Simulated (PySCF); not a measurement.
The same groups moved round the core (propene chloro+silyl). Isolated molecules, 0 K electronic values unless said otherwise. One relaxed conformer stands for each flexible species; it need not be the lowest. Strings in code marks are SMILES.

All values below come from CAM-B3LYP-D3(BJ)/def2-TZVP (PySCF). Excitations are Tamm–Dancoff values on a coarser integration grid. The basis has no diffuse functions, so Rydberg states are missing or too high.

```csv
species,S1 excitation (TDA) (eV),brightest of the four lowest singlets (TDA) (eV),HOMO–LUMO gap (eV),S1 oscillator strength
`C=C(Cl)C[SiH3]` (Cl–C–C–Si torsion 74°),6.67,7.00,9.48,?
`C/C(Cl)=C/[SiH3]`,6.66,6.66,?,0.419
`C/C(Cl)=C\[SiH3]`,6.55,6.55,?,0.459
`Cl/C=C(\[SiH3])C`,6.59,6.59,9.17,0.325
`[SiH3]/C(=C/Cl)C`,6.89,6.89,?,0.499
`C/C=C(\[SiH3])Cl`,6.28,?,?,?
`C(/C=C/Cl)[SiH3]` (Si–C–C–C torsion 109°),6.58,6.72,9.25,0.025
`[SiH3]C/C=C\Cl` (Si–C–C–C torsion 96°),6.77,6.88,?,0.014
```

Problem. What belongs in the gaps?

Solution. 
- `C=C(Cl)C[SiH3]` (Cl–C–C–Si torsion 74°), S1 oscillator strength: 0.002
- `C/C(Cl)=C/[SiH3]`, HOMO–LUMO gap (eV): 9.23
- `C/C(Cl)=C\[SiH3]`, HOMO–LUMO gap (eV): 9.11
- `[SiH3]/C(=C/Cl)C`, HOMO–LUMO gap (eV): 9.41
- `C/C=C(\[SiH3])Cl`, brightest of the four lowest singlets (TDA) (eV): 6.47
- `C/C=C(\[SiH3])Cl`, HOMO–LUMO gap (eV): 9.04
- `C/C=C(\[SiH3])Cl`, S1 oscillator strength: 0.000
- `[SiH3]C/C=C\Cl` (Si–C–C–C torsion 96°), HOMO–LUMO gap (eV): 9.38
